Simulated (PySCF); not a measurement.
Vertical excitations of a molecule C3H7BN2 from TDA-PBE/def2-SVPD (PySCF), as energy in eV (oscillator strength): 4.78 (0.057), 5.04 (0.002), 5.73 (0.001), 5.76 (0.001), 6.26 (0.006), 6.36 (0.144), 6.46 (0.002), 6.78 (0.005), 6.84 (0.002), 6.86 (0.001). Lowest triplet (TDA): 4.18 eV. The structure is a stationary point at ωB97X-D3(BJ)/def2-SVP. Other conformers were not sampled.

Problem. Which molecule gave these data?
A) NB1C=CCN1
B) C#CCB(N)N
C) NB1C=NCC1
D) CN1C=CB1N

Solution. A, NB1C=CCN1
